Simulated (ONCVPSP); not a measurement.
## What one change does to a pseudopotential (Bi, ONCV)

- Element: Bi (Z = 83)
- Generator: ONCVPSP 4.0.1
- Type: optimised norm-conserving Vanderbilt (ONCV)
- Functional: LDA (Perdew-Zunger)
- Relativity: fully relativistic
- Frozen core: [Kr] 4d10 4f14
- Valence charge: 23
- Reference configuration: 5s2 5p6 5d10 6s2 6p3
- Partial waves: 5s+6s: rc 1.25 bohr, ncon 4, nbas 8, qcut 7.5 1/bohr, 2 projectors; 5p+6p: rc 1.25 bohr, ncon 4, nbas 9, qcut 10.5 1/bohr, 2 projectors; 5d: rc 1.85 bohr, ncon 5, nbas 10, qcut 6.6 1/bohr, 2 projectors, debl 2.2 Ha; f scattering state at 0.32 Ha: rc 1.50 bohr, ncon 4, nbas 7, qcut 8.3 1/bohr, 2 projectors, debl 2.7 Ha
- Local potential: polynomial inside 1.00 bohr (lpopt 5, dvloc0 0 Ha)
- Core correction: polynomial model core, fcfact 0.4

Open shells are filled in proportion to 2j + 1.

Change: functional BLYP.

Cutoffs: the cutoffs (Ha) at which the residual kinetic energy of the hardest occupied pseudo-wave falls to 1 and 0.1 mHa per electron; they do not see the model core or the augmentation charge, which bear on the density cutoff. Errors are all-electron minus pseudo energies relative to the spin-unpolarised reference configuration.

Task: How do hardness, ghosts and transferability respond?

Result: The potential gets neither clearly harder nor softer (43 Ha and 110 Ha → 43 Ha and 110 Ha); of the 4 tests that both files solve, the error grows in 0 and shrinks in 1 by more than 15 % and 0.3 meV (median size 1.0 → 0.9 meV); neither file shows a bound ghost.

| quantity | base | changed |
| --- | --- | --- |
| cutoff, loose | 43 Ha | 43 Ha |
| cutoff, tight | 110 Ha | 110 Ha |
| loose cutoff by channel | s 39 Ha, p 43 Ha, d 23 Ha | s 39 Ha, p 43 Ha, d 23 Ha |
| bound ghosts | none | none |
| GHOST(+) flags under 300 eV | s at 141.1 eV, d5/2 at 257.6 eV | s at 143.1 eV, d5/2 at 256.4 eV |
| error for 5s2 5p6 5d10 6s2 6p2, meV [ΔE 8.31 → 7.97 eV] | +0.6 | +0.6 |
| error for 5s2 5p6 5d10 6s2 6p1, meV [ΔE 24.05 → 23.37 eV] | +1.3 | +1.3 |
| error for 5s2 5p6 5d10 6s2 6p0, meV [ΔE 47.99 → 47.00 eV] | +1.7 | +1.3 |
| error for 5s2 5p6 5d10 6s2 6p2.5, meV [ΔE 3.28 → 3.12 eV] | +0.3 | +0.3 |
| s: phases at 1.27 bohr within 0.05 rad from the reference energy up to (Ha; the scan ends near 5) | 3.0 | 3.1 |
| p3/2: phases at 1.27 bohr within 0.05 rad from the reference energy up to (Ha; the scan ends near 5) | to the end of the scan | to the end of the scan |
| p1/2: phases at 1.27 bohr within 0.05 rad from the reference energy up to (Ha; the scan ends near 5) | to the end of the scan | to the end of the scan |
| d5/2: phases at 1.88 bohr within 0.05 rad from the reference energy up to (Ha; the scan ends near 5) | to the end of the scan | to the end of the scan |
| d3/2: phases at 1.88 bohr within 0.05 rad from the reference energy up to (Ha; the scan ends near 5) | to the end of the scan | to the end of the scan |
| f7/2: phases at 1.53 bohr within 0.05 rad from the reference energy up to (Ha; the scan ends near 5) | to the end of the scan | to the end of the scan |
| f5/2: phases at 1.53 bohr within 0.05 rad from the reference energy up to (Ha; the scan ends near 5) | to the end of the scan | n/a |
| rms error of d²Exc/dni dnj with the model core, mHa | 2.42 | 2.33 |
